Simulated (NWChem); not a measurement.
System: BNH$_{3}$OCl; SMILES NB(O)Cl

NWChem input:

```
start job
memory heap 200 mb stack 900 mb global 1100 mb
geometry units angstroms noautosym nocenter noautoz
  B     -0.025625     0.458440     0.000000
  Cl    -0.034958    -1.335410     0.000000
  O     -1.200504     1.140421     0.000000
  H     -1.964826     0.557953     0.000000
  N      1.197374     1.132495     0.000000
  H      1.243877     2.142222     0.000000
  H      2.087718     0.658848     0.000000
end
basis spherical
  * library sto-3g
end
dft
  xc b3lyp
  iterations 150
end
property
  response 1 0.0773
end
task dft property
```

STO-3G and 3-21G are far too small for this property and stand as cheap habits. Structure relaxed at the PBE0/def2-SVP level.

Field at 589 nm.

**Question.** What results follow from this input? (B3LYP/STO-3G.) Quantities: isotropic polarisability (bohr³); anisotropy (bohr³).

**Answer.** 
| Property | Result |
|---|---|
| isotropic polarisability (bohr³) | 15.6 |
| anisotropy (bohr³) | 19.4 |
